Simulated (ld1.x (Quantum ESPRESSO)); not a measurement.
# Reading a pseudo-wave (terbium)

Columns: radius, all-electron u(r) and pseudo u(r) of the 5d shell (level -1.08 eV) of terbium in the configuration [Kr] 4d10 4f9 5s2 5p6 5d0.5 6s1.5 6p0; PBEsol, scalar-relativistic, PAW scheme, ld1.x (Quantum ESPRESSO) 7.5.

```tsv
r (bohr)	all-electron	pseudo
0.143	0.1312	0.0007
0.285	-0.0520	0.0055
0.428	-0.1962	0.0180
0.570	-0.1734	0.0405
0.713	-0.0622	0.0744
0.855	0.0691	0.1188
0.998	0.1908	0.1724
1.140	0.2906	0.2315
1.283	0.3686	0.2930
1.425	0.4261	0.3520
1.568	0.4672	0.4055
1.710	0.4947	0.4499
1.853	0.5119	0.4839
1.995	0.5211	0.5065
2.138	0.5243	0.5187
2.280	0.5230	0.5222
2.423	0.5185	0.5193
2.565	0.5118	0.5125
2.708	0.5035	0.5037
2.850	0.4943	0.4943
2.992	0.4843	0.4843
3.135	0.4739	0.4739
3.278	0.4633	0.4633
3.420	0.4525	0.4525
3.563	0.4415	0.4415
3.705	0.4306	0.4306
```

Problem. How many radial nodes do the two functions have?

Solution. The all-electron 5d function has n − l − 1 = 2; the pseudo-wave has 0, since the states of the same l below it are removed with the core.

Problem. At about which radius was the pseudo-wave matched?

Solution. 2.85 bohr, where the columns begin to agree (steps of 0.14 bohr).

Problem. Where does each function peak?

Solution. Outermost all-electron maximum near 2.14 bohr, pseudo maximum near 2.28 bohr (to the table’s step).

Problem. Is the pseudo-wave norm-conserving?

Solution. No, it belongs to a PAW set: the norm inside the radius is not constrained, and the difference is carried by the augmentation charge.
